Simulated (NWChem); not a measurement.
SnCl2F2; SMILES [F][Sn]([F])([Cl])[Cl]

```xyz
5

F      0.0000    -1.5446    -1.3890
Sn     0.0000     0.0000    -0.2212
F      0.0000     1.5446    -1.3890
Cl     1.9435     0.0000     1.0607
Cl    -1.9435     0.0000     1.0607
```
Atoms are numbered in this order, from 1.

Results from NWChem. Medium grid unless said otherwise, to which SCAN and Minnesota functionals are sensitive. Structure relaxed at the PBE-D3(BJ)/def2-SVP level. def2 effective core potentials on Sn; no spin-orbit coupling. Total energies of different functionals are on different scales.

```tsv
level	energy (Ha)	highest occupied level (eV)	orbital gap (eV)	dipole (D)
B3LYP/def2-SVP	-1334.1572	-9.64	5.67	1.47
PBE/def2-SVP	-1333.5005	-8.45	3.89	1.27
N12/def2-SVP	-1334.5188	-8.37	3.73	1.44
SCAN/def2-SVP	-1334.1390	-8.97	4.37	1.31
M05-2X/def2-SVP	-1333.9736	-11.52	8.97	1.63
M06/def2-SVP	-1334.0609	-9.91	5.99	1.62
PW6B95/def2-SVP	-1335.1070	-10.08	6.36	1.49
RPBE/def2-SVP	-1334.0017	-8.41	3.96	1.22
TPSSh/def2-SVP	-1334.0130	?	?	1.26
BHandHLYP/def2-SVP	-1333.9160	-11.35	8.58	1.63
```

### Question
What belongs in the gaps?

### Answer

- TPSSh/def2-SVP, highest occupied level (eV): -9.27
- TPSSh/def2-SVP, orbital gap (eV): 5.05
